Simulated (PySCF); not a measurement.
## C₆ coefficients of unlike pairs at r2SCANh

Calculated with PySCF 2.14 from the dipole response of each species, C₆(A,B) = (3/π) ∫ α_A(iu) α_B(iu) du, in atomic units, from isotropic polarisabilities. For ions this is the dispersion term alone; charge-induced terms of lower order in 1/R come first.

```
species            configuration                                                                               basis     relativity  α (bohr³)  C₆ (like pair)
      O        [He] 2s2 2p4 (3P)                                                             dyall-acv3z (15s9p4d2f)  spin-free X2C      5.130           15.84
   Pb²⁺  [Xe] 4f14 5d10 6s2 (1S)  aug-cc-pwCVTZ-DK3 with one added diffuse shell each of s, d, f type (12s10p9d6f1g)  spin-free X2C      14.05           99.51
    V³⁺            [Ar] 3d2 (3F)                                                            def2-TZVPPD (6s6p4d2f1g)           none      2.152           5.552
```

**Question.** Estimate C₆ for Pb²⁺ with O.

**Answer.** The integral gives 39.58. The combination rule 2 C_A C_B / (C_A α_B/α_A + C_B α_A/α_B) gives 39.55 and the geometric mean 39.70.

No spin-orbit coupling is included.

The other pairs:

| pair | C₆ |
| --- | --- |
| V³⁺, O | 8.932 |
| V³⁺, Pb²⁺ | 22.28 |
